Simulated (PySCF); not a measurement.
**TDDFT excited states: C4H5FO2S**

C4H5FO2S.
SMILES: `O=S1(=O)CC=C(F)C1`

Level of theory: TDDFT PBE0/def2-SVPD, vertical, gas phase, core orbitals frozen in the response (PySCF). One conformer (not necessarily the lowest) at the GFN2-xTB geometry, without solvent, vibrations or thermal averaging.

```csv
state,E (eV),λ (nm),f,"main configurations (H = HOMO, L = LUMO)"
S1,6.83,181.6,0.038,"H-1→L (79%), H→L (17%)"
S2,6.88,180.2,0.097,"H→L (70%), H-1→L (19%)"
S3,7.13,173.8,0.0039,"H→L+1 (72%), H→L+2 (23%)"
S4,7.25,171.1,0.0009,H-2→L (96%)
S5,7.40,167.6,0.0017,"H→L+2 (57%), H→L+1 (25%), H→L+3 (9%)"
S6,7.68,161.5,0.0014,"H→L+3 (79%), H→L+2 (11%)"
S7,7.88,157.3,0.0016,"H-3→L (68%), H-1→L+2 (19%)"
S8,7.90,156.9,0.0037,"H-1→L+2 (62%), H-3→L (22%)"
```

Triplets (Tamm–Dancoff): T1 4.31 eV, H→L (95%); T2 6.55 eV, H-1→L (96%); T3 6.94 eV, H→L+1 (57%), H→L+2 (30%).

The lowest singlet lies at 6.83 eV (182 nm, vacuum ultraviolet) and is of moderate strength; its leading configuration is HOMO-1→LUMO (79%). The most intense listed level is S2 at 6.88 eV (180 nm, f = 0.097), 0.05 eV above S1. Löwdin shares by element: HOMO carbon 70% or more, fluorine 12% (atoms not listed hold the other 18%); LUMO carbon 72% (atoms not listed hold the other 28%). Orbital energies (eV): HOMO-3 -9.66, HOMO-2 -9.09, HOMO-1 -8.78, HOMO -8.14, LUMO -0.65, LUMO+1 0.30, LUMO+2 0.56. Weighted by f, the mean energy of these states is 6.92 eV. The listed states span 1.08 eV, and the widest gap between neighbours is 0.28 eV (S5 to S6). The window holds the lowest 8 singlets.
